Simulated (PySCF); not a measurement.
# Electron correlation in Ne³⁺ (neon, charge +3)

[He] 2s2 2p3, high-spin 4S determinant. Computed with PySCF 2.14 in aug-cc-pCVTZ-DK (7s6p4d2f, 59 functions), with the spin-free X2C one-electron Hamiltonian (Gaussian nucleus). Frozen: 1s2; 5 electrons correlated.

| level | correlation energy (mhartree) |
| --- | --- |
| CCSD | -119.35 |
| (T) | -0.99 |
| CCSD(T) | -120.34 |

Diagnostics: T1 = 0.0021, D1 = 0.0053, largest double amplitude 0.024.

Cost of the coupled-cluster step: of the order of 1.5 core-seconds, for 5 correlated electrons.
